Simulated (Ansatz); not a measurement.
The cluster Pb₂Se₃, relaxed as a singlet with RKS PBE-D4/def2-SVP in Ansatz, starting from the GFN1-xTB geometry. Force threshold 0.02 eV/Å.

In the def2 sets Pb takes a core potential; there is no spin–orbit coupling. The structure comes from a short search, and lower isomers may exist.

Start:

```xyz
5

Pb    1.564    0.149    1.020
Pb   -1.160   -0.308   -1.437
Se   -1.053   -0.782    1.313
Se   -0.837    1.526    0.642
Se    1.486   -0.585   -1.539
```

(1) Estimate the energy that the relaxation releases and the steps that it takes.

(2) Does the start keep its bonding and symmetry?

(3) Predict the relaxed structure.

Results:

(1) 6.0 kcal/mol, in 5 steps; 9 s on 4 threads of Arm Neoverse V1 on a shared host. No frequencies were taken in this run, so the end may be a saddle point.

(2) By distances, no bond broke or formed. The bond that changes most is Pb2–Se4, from 2.79 to 2.92 Å (atoms count from 1). Point group C2v at the start, C2v at the end, both within 0.05 Å.

(3) 
Cartesian coordinates in Å:
```
Pb 1.582 0.125 0.939
Pb -1.078 -0.323 -1.461
Se -1.166 -0.741 1.431
Se -0.950 1.574 0.759
Se 1.612 -0.635 -1.669
```
Bond lengths (bridged metal pairs left out): 6 × Pb–Se 2.72 to 2.92 Å; 1 × Se–Se 2.42 Å.
